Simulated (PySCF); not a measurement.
Computed shifts of a molecule C₅H₇F, PBE/pcSseg-1 (PySCF), GIAO, gas phase, atoms alike by connectivity averaged where their shifts nearly agree, in ppm (number of nuclei): ¹³C: 167.3 (1), 137.4 (1), 119.6 (1), 115.6 (1), 22.7 (1). ¹⁹F: -111.3 (1). ¹H: 7.01 (1), 5.42 (1), 5.40 (2), 2.24 (3). References: ¹³C against TMS (σ = 182.0 ppm); ¹⁹F against CFCl3 (σ = 133.6 ppm); ¹H against TMS (σ = 31.49 ppm), references at their B3LYP-D3(BJ)/def2-TZVP geometries, non-relativistic. The structure is a stationary point at PBE0-D3(BJ)/def2-SVP. Other conformers were not sampled.

Problem. Which molecule gave these data?
A. CCC=C=CF
B. C=C/C=C(/C)F
C. C=C[C@@H]1C[C@@H]1F
D. C=C(F)/C=C/C

Solution. B, C=C/C=C(/C)F
